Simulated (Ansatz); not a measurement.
`BC(B)[SiH3]` + HBr → `BBr` + `BC[SiH3]` at 600 K and 1 bar (ligand exchange at a B–C bond).

Computed with Ansatz on PBE0-D4/def2-TZVP structures; ΔE is electronic, products minus reactants. CBS: MP2 limit from def2 TZ/QZ plus the TZ coupled-cluster correction, frozen cores. For Br outer-core shells are correlated without core-valence functions, which leaves a few kJ/mol of doubt a bond. Scalar relativity is left out up to krypton.

```csv
species,CCSD(T)/CBS energy (Eh),H − E (kJ/mol),S (J/(mol·K))
`BC(B)[SiH3]`,-381.50288,285.5,428.1
HBr,-2573.91920,33.5,219.1
`BBr`,-2599.32470,79.8,280.3
`BC[SiH3]`,-356.11784,242.0,382.1
```

H − E and S are ideal-gas, rigid-rotor, harmonic terms from PBE0-D4/def2-TZVP, for one conformer and one mirror image of each species. 1 Eh = 2625.50 kJ/mol, R = 8.31446 J/(mol·K).

Question: By hand: ΔE, ΔH, ΔS and ΔG.

Answer: ΔE = (-2599.32470) + (-356.11784) − (-381.50288) − (-2573.91920) = -0.02046 Eh = -53.7 kJ/mol. Δ(H − E) = 79.8 + 242.0 − 285.5 − 33.5 = 2.8, so ΔH = -50.9 kJ/mol. ΔS = 280.3 + 382.1 − 428.1 − 219.1 = 15.2 J/(mol·K). ΔG = -50.9 − 600 × (15.2)/1000 = -60.0 kJ/mol.

Question: By hand: the equilibrium constant, and the temperature at which ΔG would vanish if ΔH and ΔS stayed fixed.

Answer: log₁₀ K = −ΔG/(RT ln 10) = 5.2. ΔH and −TΔS have one sign here, so there is no such temperature.

ΔH outweighs TΔS. A doubt of 5 kJ/mol in ΔE shifts log₁₀ K by 0.4 here. Other conformers and mirror images would add mixing entropy, several J/(mol·K) or more a flexible species. These are equilibria of isolated gas molecules and say nothing of rates. Largest T1 diagnostic: 0.012 (customary marks: 0.02 for closed shells, 0.045 for open ones).
